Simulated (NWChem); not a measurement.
Lowest excitation of H$_{3}$S$_{2}$ (+1)

```xyz
5

S     -0.5847    -0.9164     0.0000
S      0.5567     0.8300     0.0000
H      0.5335    -1.6858     0.0000
H     -0.0434     1.5340     1.0045
H     -0.0434     1.5340    -1.0045
```
Charge +1, spin multiplicity 1.

Program: NWChem. All single points use one geometry, from PBE0/def2-SVP, a minimum by its harmonic frequencies. It is one conformer; others weren't searched.

Basis set: aug-cc-pVDZ.

```csv
method,lowest vertical singlet excitation energy (eV),relative cost,difference from EOM-CCSD
TD-B3LYP,4.11,4,-0.32
EOM-CCSD,4.43,5,0.00
CIS,4.70,under 3,+0.28
TDA-LDA (SVWN5),4.00,1,-0.43
TD-PBE,4.02,under 3,-0.41
```

The values span 0.70 eV, from TDA-LDA (SVWN5) (lowest) to CIS (highest). Relative cost: rough, from shared machines, SCF included, TDA-LDA (SVWN5) = 1.

The correlated methods keep 10 core orbitals frozen. B3LYP has NWChem's definition, with VWN1-RPA local correlation. The structure started from a generated list of species. No row is a measurement; the coupled-cluster row has its own basis-set and correlation limits.
